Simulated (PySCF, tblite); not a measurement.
Isomers of C3H10FSi2 (doublet state), one GFN2-xTB conformer each. Single-point energies are computed at B3LYP/pcH-1 (PySCF, gas phase, no added dispersion term), electronic only. GFN2-xTB treats the open shell by occupation alone, and not every SCF solution was tested for stability.

| SMILES | GFN2-xTB relative energy (kJ/mol) |
| --- | --- |
| FC[C@H]([SiH3])C[SiH2] | 3.9 |
| FC[C]([SiH3])C[SiH3] | 0.0 |

Conformers: `[F:1][CH2:2][C@H:3]([SiH3:4])[CH2:5][SiH2:6]` (doublet state) with F1–C2–C3–Si4 52°, C2–C3–C5–Si6 173°, C3–C5–Si6–H -173° and 61°; `[F:1][CH2:2][C:3]([SiH3:4])[CH2:5][SiH3:6]` (doublet state) with F1–C2–C3–Si4 -159°, C2–C3–C5–Si6 76°.

What does B3LYP/pcH-1 give for the same structures?

```json
{"SMILES": "FC[C]([SiH3])C[SiH3]", "B3LYP/pcH-1 E (Eh)": "-799.14130", "B3LYP/pcH-1 (kJ/mol)": "0.0", "GFN2-xTB (kJ/mol)": "0.0", "point group": "C1"}
{"SMILES": "FC[C@H]([SiH3])C[SiH2]", "B3LYP/pcH-1 E (Eh)": "-799.14063", "B3LYP/pcH-1 (kJ/mol)": "1.8", "GFN2-xTB (kJ/mol)": "3.9", "point group": "C1"}
```

Both levels put the same isomer lowest. Neighbours under 21 kJ/mol apart (FC[C]([SiH3])C[SiH3] and FC[C@H]([SiH3])C[SiH2]) can change places with a better method, another conformer or zero-point energy.

What happens when harmonic zero-point energies from GFN2-xTB frequencies are added?

```tsv
SMILES	ZPE (kJ/mol)	electronic (kJ/mol)	with ZPE (kJ/mol)
FC[C]([SiH3])C[SiH3]	286.0	0.0	0.0
FC[C@H]([SiH3])C[SiH2]	298.5	1.8	14.3
```

The zero-point energies span 12.5 kJ/mol. The order is unchanged.

As an exercise, what shares would exp(−E/RT) give at 500 K from these electronic energies alone (no entropy, no degeneracies)?

RT = 4.157 kJ/mol: FC[C]([SiH3])C[SiH3] 60.5 %, FC[C@H]([SiH3])C[SiH2] 39.5 %.
